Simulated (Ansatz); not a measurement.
Stepwise reaction of `[SiH3][AsH][SiH3]` with water, as a gas-phase model of exchange steps in deposition or etching. ΔE in kJ/mol; ΔG adds harmonic PBE0-D4 terms to CCSD(T)/CBS, at 1 bar.

Program: Ansatz. Geometries: PBE0-D4/def2-TZVP. ΔE: electronic, gas phase. CCSD(T)/CBS adds triple-zeta CCSD(T) − MP2 to the extrapolated MP2 energy (def2 sets, frozen cores). This one scheme is used for every species. DFT in def2-TZVPP. B3LYP here is the variant with VWN-RPA as its local correlation; programs differ in this. For As outer-core shells are correlated without core-valence functions, which leaves a few kJ/mol of doubt a bond. Scalar relativity is left out up to krypton. One conformer a species, not always the lowest.

```json
{"step": "1", "reaction": "`[SiH3][AsH][SiH3]` + H₂O → `O[AsH][SiH3]` + SiH₄", "PBE-D4": "80.1", "B3LYP-D4": "69.7", "ωB97M-V": "74.2", "CCSD(T)/CBS": "84.8", "ΔG(400 K)": "83.5"}
{"step": "2", "reaction": "`O[AsH][SiH3]` + H₂O → `O[AsH]O` + SiH₄", "PBE-D4": "13.4", "B3LYP-D4": "6.3", "ωB97M-V": "5.0", "CCSD(T)/CBS": "12.2", "ΔG(400 K)": "14.8"}
```

(1) By hand: ΔE of the 2 steps together at CCSD(T)/CBS.

Results:

(1) (84.8) + (12.2) = 97.0 kJ/mol, or 48.5 kJ/mol a step.

In ΔE each step is lower than the one before. All are uphill at CCSD(T)/CBS. ΔG lies between 14.8 and 83.5 kJ/mol a step. PBE-D4 differs from CCSD(T)/CBS by -4.7 to 1.2 kJ/mol a step. Only this route is followed, and other bonds may react first. Isolated molecules leave out the surface, adducts and barriers. Largest T1 diagnostic: 0.013.
